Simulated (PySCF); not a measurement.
## Electronic structure of Ca²⁺ (calcium, charge +2) at the TPSS level

Configuration: [Ar], closed-shell 1S. All numbers are calculated (PySCF 2.14, scalar relativity by spin-free X2C-1e, in aug-cc-pVDZ-X2C (6s5p3d, 36 functions)).

```json
{
  "Total energy": "-679.812 hartree",
  "One-electron energy": "-919.594 hartree",
  "Hartree (Coulomb) energy": "275.765 hartree",
  "Exchange-correlation energy": "-35.983 hartree",
  "⟨S²⟩": "0.0000",
  "⟨L²⟩": "0.000",
  "Sum of ⟨r⟩": "12.72 bohr",
  "Sum of ⟨r²⟩": "15.39 bohr²",
  "Langevin diamagnetic susceptibility": "-12.2 ×10⁻⁶ cm³/mol",
  "Time after the integrals": "0.23 s of wall time on 1 thread of Intel(R) Xeon(R) 6975P-C (shared host)"
}
```

```csv
shell,electrons,mean orbital energy (hartree),"rms radius, mean of both spins (bohr)"
1s,2,-146.04002,0.0888
2s,2,-15.88841,0.394
2p,6,-12.91194,0.364
3s,2,-2.32102,1.24
3p,6,-1.59965,1.37
```

Densities and radii are taken from the X2C orbitals without a picture-change correction, which distorts them close to the nucleus.
